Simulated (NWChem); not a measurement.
Species: C$_{4}$H$_{2}$ClF; SMILES C#C/C(F)=C\Cl

```xyz
8

C      1.9647    -1.5896     0.0000
C      0.8305    -1.1613     0.0000
C     -0.5049    -0.6775     0.0000
F     -1.4542    -1.6164     0.0000
C     -0.8869     0.6101     0.0000
Cl     0.2142     1.9149     0.0000
H      2.9722    -1.9647     0.0000
H     -1.9474     0.8689     0.0000
```
Atoms are numbered in this order, from 1.

Results from NWChem. Pople sets run with spherical d functions. Coordinates come from a PBE0/def2-SVP optimisation.

For level LC-BLYP (range parameter 0.33 per bohr)/6-31G*:

```yaml
highest occupied level (eV): -8.99
orbital gap (eV): 10.09
```

Q: What are these values for level B97-2/6-31G*?

A: highest occupied level (eV): -6.67
orbital gap (eV): 5.57
